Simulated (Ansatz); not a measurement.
`CC(C)NB(Cl)Cl` at its PBE0-D4/def2-TZVP geometry, where that method's forces vanish. Total charge 0; spin multiplicity 1.

```xyz
15

C    -0.8556    1.2814   -0.4088
C    -0.0991    0.3885    0.5627
C    -0.9289   -0.8026    1.0167
N     1.2032   -0.0227    0.0286
B     1.5376   -0.7889   -1.0742
Cl    0.3514   -1.4965   -2.1710
Cl    3.2499   -1.0831   -1.4146
H    -1.1319    0.7341   -1.3111
H    -0.2477    2.1398   -0.7006
H    -1.7715    1.6510    0.0579
H     0.1318    0.9870    1.4494
H    -1.2079   -1.4321    0.1705
H    -1.8457   -0.4577    1.5002
H    -0.3728   -1.4135    1.7303
H     1.9870    0.3153    0.5637
```

Task: What forces (eV/Å) does r2SCAN-D4/def2-TZVPP give on these atoms in Ansatz 0.2.0? (Estimate.)

Result: The calculation gave: 
```
C1  -0.078  0.088 -0.104
C2  -0.111  0.112  0.159
C3  -0.086 -0.124  0.041
N4   0.162  0.015  0.030
B5   0.018 -0.053 -0.076
Cl6 -0.079 -0.044 -0.069
Cl7  0.125 -0.019 -0.021
H8   0.004  0.007  0.021
H9  -0.010 -0.011  0.001
H10  0.014 -0.006 -0.007
H11  0.006  0.003  0.005
H12  0.004  0.018  0.014
H13  0.014 -0.005 -0.008
H14 -0.008  0.006 -0.010
H15  0.026  0.015  0.023
```
